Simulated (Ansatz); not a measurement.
Reaction: BNH4 (SMILES BN) → BNH3 (SMILES [BH]N, doublet) + H (doublet) (the B-H bond breaks)
Each species at its own B3LYP-D3(BJ)/def2-TZVP minimum (Ansatz, a quantum-chemistry and plane-wave program).

Total energies in hartree (Ansatz). Radicals and triplets start from unrestricted determinants; spin-orbit coupling is neglected. Correlated methods leave the cores frozen. No relativity. For partners of very few electrons the exact lower level stands in for a higher one.

| species | HF/cc-pVTZ | CCSD(T)/cc-pVTZ | HF/cc-pVQZ | CCSD(T)/cc-pVQZ | CCSDT(Q)/cc-pVTZ |
|---|---|---|---|---|---|
| 1: BNH4 (SMILES NB) | -81.52660 | -81.88933 | -81.53287 | -81.91470 | -81.89031 |
| 2: BNH3 (SMILES N[BH], doublet) | -80.88542 | -81.21302 | -80.89150 | -81.23720 | -81.21407 |
| 3: H (doublet) | -0.49981 | -0.49981 | -0.49995 | -0.49995 | -0.49981 |

Question: Work out the bond dissociation energy (electronic) in kcal/mol: take Hartree-Fock from cc-pVQZ, extrapolate the CCSD(T) correlation energy as X^-3 (X = 3, 4), and add CCSDT(Q) - CCSD(T) in cc-pVTZ. 1 hartree = 627.51 kcal/mol.

Answer: 
Species 1: correlation (64·(-0.38183) - 27·(-0.36273))/37 = -0.39577; step -0.00098; E1 = -81.53287 + (-0.39577) + (-0.00098) = -81.92962
Species 2: correlation (64·(-0.34570) - 27·(-0.32760))/37 = -0.35891; step -0.00105; E2 = -80.89150 + (-0.35891) + (-0.00105) = -81.25146
Species 3: correlation (64·(0.00000) - 27·(0.00000))/37 = 0.00000; step +0.00000; E3 = -0.49995 + (0.00000) + (+0.00000) = -0.49995
-1·E1 +1·E2 +1·E3 = 0.17821 hartree = 111.8 kcal/mol.
